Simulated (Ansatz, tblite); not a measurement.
Spin states of Hf₂Se₄, each relaxed with PBE-D4/def2-SVP in Ansatz. Electronic energies in the gas phase.

In the def2 sets Hf takes a core potential; there is no spin–orbit coupling. The xTB rows come from tblite. Correlated methods freeze 36 core orbitals; core or outer-core shells of Hf, Se are correlated, in sets that lack core-valence functions. HOMO above LUMO, or a gap near zero within one spin, warns that the state may not be the lowest or that an electron is smeared out. The structure comes from a short search, and lower isomers may exist.

Singlet geometry (C2h within 0.1 Å):

```xyz
6

Hf    1.1926    0.0583   -1.2390
Hf   -1.1891   -0.0582    1.2355
Se   -1.0559   -1.6582    2.9677
Se    1.0233    1.2071    1.0385
Se   -1.0162   -1.2131   -1.0384
Se    1.0452    1.6640   -2.9643
```

Triplet geometry:

```
atom    x (Å)    y (Å)    z (Å)
 Hf1   1.4715   0.1142   1.3692
 Hf2  -0.5784  -0.0908  -0.5454
 Se3  -2.4102  -0.1661  -2.2488
 Se4  -0.6014  -1.3096   1.7960
 Se5   1.9479  -0.7196  -0.9913
 Se6   0.1707   2.1720   0.6203
```

Quintet geometry (C2h within 0.1 Å):

```xyz
6

Hf   -0.0298   -0.8534   -1.1468
Hf    0.0307    0.8516    1.1433
Se   -2.0349    0.1649    2.2909
Se    1.1150   -1.5207    1.1003
Se   -1.1187    1.5167   -1.1019
Se    2.0377   -0.1591   -2.2858
```

⟨S²⟩: triplet 2.01 at PBE0-D4/def2-TZVP (pure 2.00), quintet 6.03 at PBE0-D4/def2-TZVP (pure 6.00).

Only these spin states were relaxed. The triplet has other bonds than the singlet, so the gap mixes isomer and spin.

Second-order perturbation terms are unreliable where d shells bring near-degenerate states, and here PBE-QIDH/def2-TZVP, MP2/def2-TZVP lie more than 0.4 eV from the median of the functionals without such a term.

Question: Estimate which spin state lies lowest at each of these levels, and by how much: GFN1-xTB; GFN2-xTB; HF/def2-TZVP; PBE-D4/def2-TZVP; r2SCAN-D4/def2-TZVP; PBE0-D4/def2-TZVP; PBE-QIDH/def2-TZVP; MP2/def2-TZVP.

Answer: 
| level | triplet − singlet (kJ/mol) | quintet − singlet (kJ/mol) | lowest of these | remarks |
| --- | --- | --- | --- | --- |
| GFN1-xTB | 125.8 | 363.1 | singlet | – |
| GFN2-xTB | 215.0 | 441.3 | singlet | – |
| HF/def2-TZVP | -21.7 | 218.2 | triplet | test for broken spin undecided (singlet) |
| PBE-D4/def2-TZVP | 39.0 | 266.4 | singlet | gap within one spin near zero (triplet) |
| r2SCAN-D4/def2-TZVP | 36.5 | 281.4 | singlet | gap within one spin near zero (triplet) |
| PBE0-D4/def2-TZVP | 39.3 | 305.2 | singlet | – |
| PBE-QIDH/def2-TZVP | 44.1 | 361.0 | singlet | test for broken spin undecided (singlet) |
| MP2/def2-TZVP | 82.7 | 429.9 | singlet | test for broken spin undecided (singlet) |

Change of the quintet − singlet gap on mixing in exact exchange, in kJ/mol: PBE to PBE0 (25 % exact exchange) 38.8. The xTB methods have no spin-polarisation term.
